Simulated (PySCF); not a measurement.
**An isoelectronic set: 47 electrons**

r²SCAN in PySCF with def2-SVPD on every atom (core potentials on Rb, Sr), for the lowest determinant that a PBE0 search found; no spin–orbit coupling. All have 47 electrons, 9 of them in the valence shells, and the same state, a doublet (σ ↑). For ions De leads to the atom and ion picked by measured ionisation energies and electron affinities.

| species | difference of nuclear charges | Re (Å) | ωe (cm⁻¹) | k (mdyn/Å) | De (eV) | dissociates to |
| --- | --- | --- | --- | --- | --- | --- |
| NaBr⁻ | 24 | 2.703 | 208 | 0.452 | 1.15 | Na + Br⁻ |
| RbF⁻ | 28 | 2.459 | 291 | 0.776 | 1.88 | Rb + F⁻ |
| SrO⁻ | 30 | 2.041 | 596 | 2.83 | 3.65 | Sr + O⁻ |
| SrF | 29 | 2.114 | 503 | 2.33 | 5.82 | Sr + F |

Task: Which member of the whole set has the stiffest bond, and how does it compare with the softest?

Result: SrO⁻ with k = 2.83 mdyn/Å, 6.3 times that of NaBr⁻.

Spin–orbit coupling is left out. For an ion De counts to the pair picked by the measured ionisation energies or electron affinities, which need not be the lowest pair at this level. Counting both spins, an empty level lies below a filled one in some of these solutions, because spin and occupation are held. The highest Kohn–Sham level is positive in some of these anions. Much of that is self-interaction error, but it also means that the finite basis helps to hold the extra electron. States were picked by a PBE0 search and need not be the measured ground states.
